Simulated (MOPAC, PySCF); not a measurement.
CH5BSi, SMILES `B[SiH]=C`, neutral singlet in the gas phase. 

Cartesian coordinates (Å):
```xyz
8

B      1.5951    -0.0565    -0.4348
Si    -0.1944     0.6503    -0.0287
C     -1.4386    -0.4372     0.4558
H      1.7626    -1.2343    -0.3270
H      2.5089     0.6299    -0.7801
H     -0.5402     2.0902    -0.1193
H     -1.2392    -1.5010     0.5370
H     -2.4542    -0.1414     0.6971
```
Charge 0, spin multiplicity 1.

All levels are single points at this geometry (PBE0-D3(BJ)/def2-TZVP); Pople sets use spherical d functions. Orbital energies aren't observables, and empty levels follow the basis.

```tsv
level	HOMO (eV)	LUMO (eV)	gap (eV)	dipole (D)	vertical IE, Delta-SCF (eV)
PBE0-D3(BJ)/def2-TZVP in PySCF	-6.85	-2.98	3.87	0.19	8.76
B3LYP/6-311+G** in PySCF	-6.68	-3.13	3.55	0.18	–
M06-2X/6-31G* in PySCF	-7.59	-1.77	5.82	0.10	–
PM3 in MOPAC	-8.99	-1.23	7.76	1.25	–
PM6 in MOPAC	-8.20	-1.64	6.57	1.99	–
PM7 in MOPAC	-9.32	-1.34	7.98	0.57	–
```
